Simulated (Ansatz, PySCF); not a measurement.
System: sum formula CaOFH, charge 0, multiplicity 1. 
Geometry from a B3LYP-D3(BJ)/def2-TZVP (Ansatz, a program for electronic structure) optimisation:
```xyz
4

Ca     0.1682     0.0397     0.1078
F      0.8960     0.7950    -1.6210
O     -1.1916    -0.8368     1.3266
H     -1.8956    -1.2539     1.8195
```
Charge 0, spin multiplicity 1.

Wanted: vertical triplet-singlet gap (E(triplet) - E(singlet); each state is the SCF solution reached for its spin), in eV. Valence correlation only, unless marked. UHF or UKS for open shells. Spin-orbit coupling is left out. Frozen are the shells of the preceding noble gas and the d and f shells that filled before the atom's block. The outer core of K, Ca and their heavier congeners is not correlated, a term that matters for these elements. Non-relativistic. 

```json
[
 {"level": "SVWN5/def2-TZVPD", "program": "Ansatz", "vertical triplet-singlet gap (eV)": "4.90"},
 {"level": "B3LYP/def2-TZVPD", "program": "Ansatz", "vertical triplet-singlet gap (eV)": "4.99"},
 {"level": "PBE0/def2-TZVPD", "program": "Ansatz", "vertical triplet-singlet gap (eV)": "5.02"},
 {"level": "M06-2X/def2-TZVPD", "program": "PySCF", "vertical triplet-singlet gap (eV)": "5.22"},
 {"level": "wB97M-V/def2-TZVPD", "program": "Ansatz", "vertical triplet-singlet gap (eV)": "5.36"},
 {"level": "wB97X-V/def2-TZVPD", "program": "Ansatz", "vertical triplet-singlet gap (eV)": "5.38"},
 {"level": "B2PLYP/def2-TZVPD", "program": "Ansatz", "vertical triplet-singlet gap (eV)": "5.27"},
 {"level": "CCSD/def2-SVPD", "program": "Ansatz", "vertical triplet-singlet gap (eV)": "5.30"},
 {"level": "CCSD/def2-TZVPPD", "program": "Ansatz", "vertical triplet-singlet gap (eV)": "5.25"}
]
```
